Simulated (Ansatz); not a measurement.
Energy difference R1 → 3 P1 + P2, each structure at its B3LYP-D3(BJ)/def2-TZVP stationary point, reached from a drawn start (curvature not checked).
P1: H atom, charge 0, multiplicity 2.
P2: N atom, charge 0, multiplicity 4.
R1, NH3 (SMILES N) (charge 0, multiplicity 1):
| atom | x (Å) | y (Å) | z (Å) |
|---|---|---|---|
| N | 0.0000 | 0.0000 | 0.2791 |
| H | 0.9428 | 0.0000 | -0.0931 |
| H | -0.4714 | 0.8165 | -0.0931 |
| H | -0.4714 | -0.8165 | -0.0931 |

```json
[
 {"level": "HF/cc-pVDZ", "reaction energy (eV)": "8.341", "minus CCSD(T)/cc-pVQZ": "-4.402"},
 {"level": "HF/cc-pVQZ", "reaction energy (eV)": "8.692", "minus CCSD(T)/cc-pVQZ": "-4.051"},
 {"level": "SVWN5/def2-TZVPP", "reaction energy (eV)": "14.577", "minus CCSD(T)/cc-pVQZ": "1.834"},
 {"level": "PBE/def2-TZVPP", "reaction energy (eV)": "13.051", "minus CCSD(T)/cc-pVQZ": "0.308"},
 {"level": "BLYP/def2-TZVPP", "reaction energy (eV)": "13.038", "minus CCSD(T)/cc-pVQZ": "0.295"},
 {"level": "revPBE/def2-TZVPP", "reaction energy (eV)": "12.719", "minus CCSD(T)/cc-pVQZ": "-0.024"},
 {"level": "B97M-V/def2-TZVPP", "reaction energy (eV)": "12.850", "minus CCSD(T)/cc-pVQZ": "0.107"},
 {"level": "PBE0/def2-TZVPP", "reaction energy (eV)": "12.757", "minus CCSD(T)/cc-pVQZ": "0.013"},
 {"level": "BHLYP/def2-TZVPP", "reaction energy (eV)": "12.543", "minus CCSD(T)/cc-pVQZ": "-0.200"},
 {"level": "CAM-B3LYP/def2-TZVPP", "reaction energy (eV)": "13.020", "minus CCSD(T)/cc-pVQZ": "0.277"},
 {"level": "wB97X-V/def2-TZVPP", "reaction energy (eV)": "12.917", "minus CCSD(T)/cc-pVQZ": "0.174"},
 {"level": "B2PLYP/def2-TZVPP", "reaction energy (eV)": "12.827", "minus CCSD(T)/cc-pVQZ": "0.084"},
 {"level": "MP2/cc-pVDZ", "reaction energy (eV)": "11.486", "minus CCSD(T)/cc-pVQZ": "-1.257"},
 {"level": "MP2/cc-pVTZ", "reaction energy (eV)": "12.430", "minus CCSD(T)/cc-pVQZ": "-0.313"},
 {"level": "MP2/cc-pVQZ", "reaction energy (eV)": "12.711", "minus CCSD(T)/cc-pVQZ": "-0.032"},
 {"level": "SCS-MP2/cc-pVDZ", "reaction energy (eV)": "11.619", "minus CCSD(T)/cc-pVQZ": "-1.124"},
 {"level": "SCS-MP2/cc-pVQZ", "reaction energy (eV)": "12.974", "minus CCSD(T)/cc-pVQZ": "0.231"},
 {"level": "CCSD/cc-pVDZ", "reaction energy (eV)": "11.492", "minus CCSD(T)/cc-pVQZ": "-1.251"},
 {"level": "CCSD/cc-pVQZ", "reaction energy (eV)": "12.583", "minus CCSD(T)/cc-pVQZ": "-0.160"},
 {"level": "CCSD(T)/cc-pVQZ", "reaction energy (eV)": "12.743", "minus CCSD(T)/cc-pVQZ": "0.000"}
]
```

 The comparison column counts from a level with limits of its own.

P less R. No zero-point or thermal terms; singlets are restricted closed shells; open shells are unrestricted.

Correlated levels freeze the cores.

Codes used: Ansatz (Gaussian orbitals). All values are computed, each at the level named.

Ansatz is a first-principles code.
